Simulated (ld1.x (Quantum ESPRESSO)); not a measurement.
# Varying the TM potential for Cr

Base potential:

- Element: Cr
- Generator: ld1.x (Quantum ESPRESSO) 7.5
- Type: norm-conserving Troullier–Martins (Kleinman–Bylander form)
- Functional: LDA (PZ)
- Relativity: scalar-relativistic
- Frozen core: [Ar]
- Valence charge: 6
- Reference configuration: 3d5 4s1 4p0
- Partial waves: 4s (bound): rc 2.90 bohr; 4p (bound, empty): rc 3.45 bohr; 3d (bound): rc 1.80 bohr
- Local potential: the d channel
- Core correction: Bessel-smoothed model core inside 1.00 bohr

All-electron outer shells of the reference configuration (LDA (PZ), scalar-relativistic, ld1.x):

```json
{"shell": "3s", "level (eV)": "-73.56", "outermost node (bohr)": "0.36", "outermost maximum (bohr)": "0.78"}
{"shell": "3p", "level (eV)": "-45.35", "outermost node (bohr)": "0.33", "outermost maximum (bohr)": "0.80"}
{"shell": "4s", "level (eV)": "-4.20", "outermost node (bohr)": "1.12", "outermost maximum (bohr)": "2.74"}
{"shell": "3d", "level (eV)": "-3.13", "outermost node (bohr)": "–", "outermost maximum (bohr)": "0.84"}
{"shell": "4p", "level (eV)": "-1.08", "outermost node (bohr)": "1.25", "outermost maximum (bohr)": "3.85"}
```

Cutoffs, loose and tight: the cutoffs (Ry, on a coarse ladder) from which the occupation-weighted sum of valence levels, in a spherical-Bessel basis at the reference potential, stays within 10 and 1 mRy of its value at 400 Ry. They do not see the model core or the augmentation charge, which bear on the density cutoff. Test errors are all-electron minus pseudo excitation energies from the reference, over the configurations 3d5 4s0 4p0; 3d4 4s0 4p0; 3d3 4s0 4p0; 3d4 4s1 4p1; 3d6 4s0 4p0; 3d2 4s0 4p0; 3d5 4s0 4p1 (two spin-polarised tests are not counted in the largest error). A dash means not determined; rows that change the core or the reference have their own tests. The largest error is taken over the tests solved by every variant that gives reliable tests at all: 3d2 4s0 4p0; 3d3 4s0 4p0; 3d4 4s0 4p0; 3d5 4s0 4p0; 3d5 4s0 4p1.

A true bound ghost makes a file unfit for plane-wave use even where its test errors are small: the radial tests pick states by their node count and pass the ghost by. Where a test does run into it, the solver fails or the error is huge.

On the changes marked as counting shells twice: ld1.x takes every shell without a wave as core, so the model core holds the marked electrons as well and exchange and correlation see them twice. This cancels in the reference configuration, but the file is broken for other ones, and its errors say nothing about a proper core correction.

```csv
change,outcome,"cutoff, loose","cutoff, tight",bound ghosts,largest test error (meV)
base,generated,70 Ry,90 Ry,"s, p",-2483
wave 3d (bound): rc 1.80 bohr becomes 3d (bound): rc 1.68 bohr,generated,80 Ry,100 Ry,"s, p",-2686
wave 4p (bound): rc 3.45 bohr becomes 4p (bound): rc 3.98 bohr,generated,70 Ry,90 Ry,"s, p",-2483
"core [Ne], valence charge 14; reference 3s2 3p6 3d5.5 4s0.5 4p0; waves now 3s (bound): rc 0.95 bohr; 3p (bound): rc 1.45 bohr; 3d (bound): rc 0.95 bohr; core correction Bessel-smoothed model core, default radius (core density twice the valence density) (4s counted twice)","generated, misses its reference levels by 0.48 eV",180 Ry,300 Ry,none,-1425 over the solved tests; 1 of 9 tests not solved or not reliable
wave 4s (bound): rc 2.90 bohr becomes 4s (bound): rc 3.58 bohr,generated,70 Ry,90 Ry,"s, p",-2789
"all radii but the core radius scaled by about 0.94 (s 2.74, p 3.26, d 1.70 bohr)",generated,80 Ry,100 Ry,"s, p",-2632
functional PBE,generated,70 Ry,90 Ry,"s, p",-2462
core correction Bessel-smoothed model core inside 1.48 bohr,generated,70 Ry,90 Ry,"s, p",-2436
wave 4s (bound): rc 2.90 bohr becomes 4s (bound): rc 3.14 bohr,generated,70 Ry,90 Ry,"s, p",-2568
local potential all-electron potential smoothed inside 1.40 bohr (lloc = -1),generated,70 Ry,90 Ry,s,-2256
wave 4s (bound): rc 2.90 bohr becomes 4s (bound): rc 4.08 bohr,generated,70 Ry,90 Ry,"s, p",-3102
```
